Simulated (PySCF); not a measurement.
**EPR parameters of C4H3F4O2**

Compound: C₄H₃F₄O₂ (doublet state).
Z-matrix (Å and degrees, GFN2-xTB geometry), rows numbered from 1:
```
C 
O   1  1.3409
C   2  1.3133  1  123.61
F   3  1.3521  2  115.99  1    -0.01
C   3  1.3473  2  128.05  1   179.89
O   5  1.3943  3  128.50  2     0.16
C   6  1.3223  5  120.63  3    -0.09
F   7  1.3278  6  108.36  5   179.98
F   7  1.3420  6  114.14  5    61.15
F   7  1.3421  6  114.14  5   -61.15
H   1  1.0722  2  121.34  3     0.09
H   1  1.0685  2  114.07  3  -179.95
H   5  1.0739  3  120.74  2  -179.81
```

The hyperfine couplings belong to this conformer and change with its torsions.

As a line formula: `[CH2]O/C(F)=C\OC(F)(F)F` [radical].

The calculation used PySCF, UKS B3LYP, pcH-1 on C F H O, non-relativistic, mean-field spin-orbit, GIAO. The structure is a single GFN2-xTB conformer in the gas phase; no vibrational or solvent corrections. Couplings are sensitive to structure, and on GFN2-xTB geometries they can be far from those on DFT ones. Stability of the SCF solution: not tested.

| Item | Value |
| --- | --- |
| g1, g2, g3 | 2.00211, 2.00303, 2.00384 |
| g_iso | 2.00299 |
| Form of g | rhombic: the two nearest values differ by 47 % of g3 − g1 |
| ⟨S²⟩ | 0.7569 (exact 0.7500) |
| α and β electrons | 40, 39 |

Isotropic coupling and dipolar principal values T1 to T3, in MHz; ρ(0) is the spin density at the nucleus:

```csv
atom,isotope,a_iso,T1,T2,T3,Mulliken spin population,ρ(0) (bohr⁻³)
C1,13C,84.6,-79.6,-77.0,156.6,0.95,0.0752
O2,17O,-13.1,-47.3,22.6,24.7,0.07,0.0216
C3,13C,-14.3,-12.1,3.7,8.4,-0.07,-0.0128
F4,19F,-14.9,-28.3,10.7,17.5,0.00,-0.0035
C5,13C,15.2,-13.4,-12.1,25.5,0.15,0.0135
O6,17O,-1.7,-5.8,2.7,3.1,0.01,0.0028
C7,13C,-0.5,-0.2,-0.1,0.3,0.00,-0.0004
F8,19F,-0.3,-1.8,0.2,1.6,0.00,-0.0001
F9,19F,6.5,-3.1,0.8,2.3,0.00,0.0015
F10,19F,6.5,-3.1,0.8,2.3,0.00,0.0015
H11,1H,-65.2,-37.3,0.1,37.3,-0.04,-0.0146
H12,1H,-64.7,-37.2,-0.3,37.4,-0.04,-0.0145
H13,1H,-11.5,-6.2,-0.6,6.8,-0.01,-0.0026
```

The Mulliken spin populations are largest on C1 (+0.95), C5 (+0.15), C3 (-0.07) and O2 (+0.07). The positive populations add up to 1.17 and the negative ones to -0.17, together 2S = 1. The angles at C1 add up to 360.0°, so it is planar; its axial dipolar tensor and the negative couplings of its protons fit spin in a p orbital normal to that plane.

Axes: g3 points within 1° of the C1–H12 bond.

Under fast tumbling the dipolar parts average out, and these isotropic splittings remain: 1 × 1H (H11, I = 1/2, 2 lines) with 2.33 mT, 1 × 1H (H12, I = 1/2, 2 lines) with 2.31 mT, 1 × 19F (F4, I = 1/2, 2 lines) with 0.53 mT, 1 × 1H (H13, I = 1/2, 2 lines) with 0.41 mT and 3 × 19F (F8/F9/F10, I = 1/2, 4 lines) with 0.15 mT.

Class means assume fast exchange of nuclei equivalent by connectivity; if that motion is slow, each nucleus keeps its own coupling. H11 and H12 aren't averaged: C1 is flat or nearly so (angle sum 360°), and its turn about the short C1–O2 bond (1.34 Å) is taken as slow. The three 19F nuclei of mean +4.2 MHz run from -0.3 to 6.5 MHz in the frozen geometry.

The 17O coupling of O2 (-13.1 MHz) shows only in satellite lines or after enrichment, since that isotope makes up about 0.038 % of natural oxygen.

The 13C coupling of C1 (84.6 MHz) shows only in satellite lines or after enrichment, since that isotope makes up about 1.07 % of natural carbon.
